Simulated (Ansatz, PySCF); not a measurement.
Reaction (SMILES): NB(N)F + H+ -> NB([NH3+])F
Structures are relaxed separately at B3LYP-D3(BJ)/def2-TZVP in Ansatz (a first-principles code), one conformer each, not searched for the lowest. Frequencies are from Ansatz.

Property: proton affinity (enthalpy at 298 K, with B3LYP-D3(BJ) rigid-rotor harmonic-oscillator terms), positive where the reaction releases energy, in eV. Cores are frozen in the correlated levels unless marked. No spin-orbit coupling. Non-relativistic. CBS(X,Y): correlation extrapolated as X^-3; Hartree-Fock from the larger set.

```json
[
 {"level": "HF-D4/def2-TZVPD", "program": "PySCF + dftd4", "proton affinity (eV)": "8.78"},
 {"level": "PBE/def2-TZVPD", "program": "Ansatz", "proton affinity (eV)": "…"},
 {"level": "revPBE-D3(BJ)/def2-TZVPD", "program": "Ansatz + dftd3", "proton affinity (eV)": "8.85"},
 {"level": "revPBE-D4/def2-TZVPD", "program": "Ansatz + dftd4", "proton affinity (eV)": "8.78"},
 {"level": "revPBE/def2-TZVPD", "program": "Ansatz", "proton affinity (eV)": "8.79"},
 {"level": "r2SCAN-D3(BJ)/def2-TZVPD", "program": "Ansatz + dftd3", "proton affinity (eV)": "8.73"},
 {"level": "r2SCAN-D4/def2-TZVPD", "program": "Ansatz + dftd4", "proton affinity (eV)": "8.73"},
 {"level": "PBE0/def2-QZVPP", "program": "Ansatz", "proton affinity (eV)": "8.76"},
 {"level": "r2SCANh-D4/def2-TZVPD", "program": "Ansatz + dftd4", "proton affinity (eV)": "8.72"},
 {"level": "M06-2X/def2-TZVPD", "program": "PySCF", "proton affinity (eV)": "…"},
 {"level": "LC-wPBE-D4/def2-TZVPD", "program": "Ansatz + dftd4", "proton affinity (eV)": "8.72"},
 {"level": "B2GP-PLYP-D3(BJ)/def2-TZVPD", "program": "Ansatz + dftd3", "proton affinity (eV)": "…"},
 {"level": "B2PLYP-D4/def2-TZVPD", "program": "Ansatz + dftd4", "proton affinity (eV)": "…"},
 {"level": "SCS-MP2/STO-3G", "program": "Ansatz", "proton affinity (eV)": "12.00"},
 {"level": "SCS-MP2/6-31G*", "program": "Ansatz", "proton affinity (eV)": "9.01"},
 {"level": "CCSD(T)/CBS(cc-pVTZ,cc-pVQZ)", "program": "Ansatz", "proton affinity (eV)": "8.72"}
]
```

Fill in the missing entries.


- PBE/def2-TZVPD, proton affinity (eV): 8.69
- M06-2X/def2-TZVPD, proton affinity (eV): 8.59
- B2GP-PLYP-D3(BJ)/def2-TZVPD, proton affinity (eV): 8.65
- B2PLYP-D4/def2-TZVPD, proton affinity (eV): 8.64
